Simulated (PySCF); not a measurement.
[5]radialene (C₁₀H₁₀), SMILES C1(=C)C(=C)C(=C)C(C1=C)=C.

The structure is a stationary point at PBE0-D3(BJ)/def2-SVP.

Two levels are set side by side: TDDFT-PBE/def2-SVP (PySCF) and TDDFT-PBE0/def2-SVP (PySCF). Vertical, same geometry. The lowest singlet is HOMO→LUMO 90 % with PBE and HOMO→LUMO 98 % with the other functional; states are paired by order. Differences are taken from unrounded values.

| quantity | TDDFT-PBE |
|---|---|
| lowest singlet excitation (eV) | 2.88 |
| lowest triplet excitation (TDA) (eV) | 1.91 |
| first bright state (f over 0.05) (eV) | 5.43 |
| its oscillator strength | 0.55 |

Task: These are the TDDFT-PBE values. What does TDDFT-PBE0 give? (An estimate is asked for; the answer gives what the named calculation found.)

Result: 
| quantity | TDDFT-PBE0 | TDDFT-PBE minus TDDFT-PBE0 |
|---|---|---|
| lowest singlet excitation (eV) | 3.54 | -0.66 |
| lowest triplet excitation (TDA) (eV) | 2.01 | -0.10 |
| first bright state (f over 0.05) (eV) | 5.87 | -0.43 |
| its oscillator strength | 0.68 | -0.12 |

A lower first singlet is the usual sign of a functional without exact exchange. Differences between two approximate levels are no errors against the true value.

Rough cost on one machine, each run with all the roots and properties that it gave: TDDFT-PBE0 against TDDFT-PBE about 2 times.
